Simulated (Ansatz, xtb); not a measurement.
# Two structures of FGa2H3O

Structure a: a singlet given by its coordinates. Structure b: `[F][GaH][O][GaH2]`, a singlet. Both are isolated molecules in the gas phase, relaxed with r2SCAN-D4/def2-SVP; the shapes shown needn't be the lowest conformers.

a (Å):

```yaml
atoms:
  - { symbol: F, position_ang: [-1.0057, 0.9607, 0.6470] }
  - { symbol: Ga, position_ang: [-0.2198, -0.1251, -0.7315] }
  - { symbol: Ga, position_ang: [0.5714, 1.9675, 1.4232] }
  - { symbol: O, position_ang: [1.3365, 0.8056, -0.0350] }
  - { symbol: H, position_ang: [-0.6343, 0.4674, -2.1122] }
  - { symbol: H, position_ang: [-0.2291, -1.6065, -0.2469] }
  - { symbol: H, position_ang: [2.2504, 0.7187, -0.3330] }
```

Close contacts (Å): F1–Ga2 1.92, F1–Ga3 2.03, Ga2–O4 1.94, Ga3–O4 2.02, Ga2–H5 1.56, Ga2–H6 1.56, O4–H7 0.97.

b (Å):

```xyz
7

F    -2.1192    0.9502   -1.0891
Ga   -1.2232    1.1434    0.4117
Ga    0.6019   -1.4695   -0.3170
O     0.1633    0.0615    0.5051
H    -1.6499    2.2013    1.4422
H    -0.5622   -2.4575   -0.6319
H     2.1301   -1.6433   -0.5496
```

Question: Which of the two would you expect CCSD(T)/def2-SVP + ΔMP2/def2-TZVPP electronic energies to favour?

Answer: Structure a; the calculation gives E(b) − E(a) = +0.844 eV.

How the difference moves with the method:

```csv
level,geometry,E(b) − E(a) (eV),departure from the last row (eV),"job, with rough time for the two"
r2SCAN-D4/def2-SVP,r2SCAN-D4/def2-SVP,+1.023,+0.179,"optimisation, 58 s"
HF/def2-SVP,r2SCAN-D4/def2-SVP,+0.950,+0.106,part of the CCSD(T) run
MP2/def2-SVP,r2SCAN-D4/def2-SVP,+0.761,−0.083,part of the CCSD(T) run
CCSD(T)/def2-SVP,r2SCAN-D4/def2-SVP,+0.945,+0.100,single point
CCSD(T)/def2-SVP + ΔMP2/def2-TZVPP,r2SCAN-D4/def2-SVP,+0.844,,"single point, 18 s"
```

None of the levels shown reverses the order. The largest departure from CCSD(T)/def2-SVP + ΔMP2/def2-TZVPP is that of r2SCAN-D4/def2-SVP, 0.179 eV. Levels run at GFN2-xTB geometries aren't shown. The last row adds to CCSD(T) the change of the MP2 difference between the two basis sets, here −0.100 eV.

With harmonic frequencies from r2SCAN-D4/def2-SVP (ideal gas, rigid rotor, one conformer each, 298.15 K, 1 atm): on the last row, ΔE + ΔZPE = +0.738 eV. A mode under 50 cm⁻¹ makes harmonic enthalpies and free energies unreliable, so none is given.

The correlated steps freeze 20 core orbitals; the filled d shell of Ga is correlated, in a basis made for valence electrons. Run with Ansatz 0.2.0; the last row on 2 threads of Intel(R) Xeon(R) 6975P-C (Granite Rapids) on a shared host.
